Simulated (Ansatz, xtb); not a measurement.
# C3H10OSi: 4 structures ranked

4 gas-phase structures of C3H10OSi, from a drawn sample of its isomers (lower ones may exist). Each was relaxed with GFN2-xTB; where two conformers were screened, the lower at r2SCAN-D4/def2-SVP is listed:

A. `CC[C@@H](O)[SiH3]`, a singlet
B. `OCCC[SiH3]`, a singlet
C. `C[C@@H](O)C[SiH3]`, a singlet
D. `CC(C)(O)[SiH3]`, a singlet

Task: Estimate their order in r2SCAN-D4/def2-SVP energy at these geometries, lowest first.

Result: Calculated order at r2SCAN-D4/def2-SVP: C (0.0), D (16.9), B (20.9), A (29.9) kJ/mol. Less than 1 kcal/mol parts D and B, so the order within that pair means little.

Energies above the lowest of each column, in kJ/mol; the last columns are at PBE0-D3(BJ)/def2-SVP geometries:

```tsv
structure	GFN2-xTB	HF/STO-3G	r2SCAN-D4/def2-SVP	PBE0-D3(BJ)/def2-SVP	CCSD(T)/def2-SVP + ΔMP2/def2-TZVPP
C	0.0	0.0	0.0	0.0	0.0
D	11.5	21.2	16.9	18.5	15.5
B	21.9	12.8	20.9	18.9	18.9
A	25.8	22.9	29.9	29.6	29.5
```

Every level run on C puts it lowest or level with the lowest. Some further structures that were screened fall inside this span and aren't listed. Flexible structures stand in one conformer each, not always the lowest. ΔMP2 is the change of the MP2 energy from the smaller to the larger basis.

Over these structures GFN2-xTB departs from r2SCAN-D4/def2-SVP by 2.6 kJ/mol on average once a common shift is removed. A GFN2-xTB relaxation took about 0.069 s and the r2SCAN-D4/def2-SVP energy about 1.3 s on a shared host (Ansatz 0.2.0, xtb 6.7.1).
